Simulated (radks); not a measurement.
Values are calculated unless marked as measured or tabulated.
Problem. All-electron atom: the xenon ion Xe2+ in [Kr] 4d10 5s2 5p4. Code: a radial shooting solver on a logarithmic mesh with Libxc functionals. Model: Dirac Kohn-Sham, PBE, spin-unpolarised, spherical densities, point nucleus; open shells fill j = l - 1/2 first.

Spin-orbit splittings of the eigenvalues, e(l+1/2) - e(l-1/2), with zeta = 2 splitting/(2l+1) and mean radii in bohr:

| shell | occ. | splitting (eV) | zeta (eV) | <r> j=l-1/2 | <r> j=l+1/2 |
|---|---|---|---|---|---|
| 2p | 6 | 324.6 | 216.4 | 0.09620 | 0.1020 |
| 3p | 6 | 61.66 | 41.11 | 0.2962 | 0.3078 |
| 3d | 10 | 13.03 | 5.213 | 0.2787 | 0.2824 |
| 4p | 6 | 12.30 | 8.203 | 0.7456 | 0.7733 |
| 4d | 10 | ? | ? | 0.8686 | 0.8793 |
| 5p | 4 | 1.533 | 1.022 | 2.040 | 2.119 |

Estimate the 4d splitting.

Solution. 1.992 eV (zeta = 0.7967 eV).
